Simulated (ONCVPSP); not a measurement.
# Transferability test, ONCV potential for Cr (Z = 24)

* Element: Cr (Z = 24)
* Generator: ONCVPSP 4.0.1
* Type: optimised norm-conserving Vanderbilt (ONCV)
* Functional: PBE
* Relativity: fully relativistic
* Frozen core: [Ar]
* Valence charge: 6
* Reference configuration: 3d4 4s2
* Partial waves: 4s: rc 2.50 bohr, ncon 4, nbas 9, qcut 2.7 1/bohr, 2 projectors, debl 3.4 Ha; p scattering state at 0.24 Ha: rc 2.30 bohr, ncon 4, nbas 8, qcut 3 1/bohr, 3 projectors, debl 0.3 Ha; 3d: rc 1.85 bohr, ncon 5, nbas 10, qcut 7.7 1/bohr, 2 projectors, debl 1.8 Ha
* Local potential: polynomial inside 1.55 bohr (lpopt 5, dvloc0 1 Ha)
* Core correction: none

Open shells are filled in proportion to 2j + 1.

Energies are relative to the spin-unpolarised reference configuration 3d4 4s2; without spin polarisation the order of configurations can differ from experiment.

```csv
valence configuration,charge,ΔE all-electron (eV),error AE − PS (meV)
3d5 4s1,0,0.099,-35
3d5 4s0,+1,7.001,-29
3d4 4s0,+2,23.054,+138
3d2 4s0,+4,102.160,+588
```

Note: ghosts flagged at negative energy: p3/2 at -45.3 eV, p1/2 at -46.7 eV; GHOST(+) flagged for s at 75.0 eV, p3/2 at 224.3 eV, p1/2 at 229.5 eV, p3/2 at 528.4 eV, p1/2 at 533.5 eV. A true bound ghost makes a file unfit for plane-wave use.
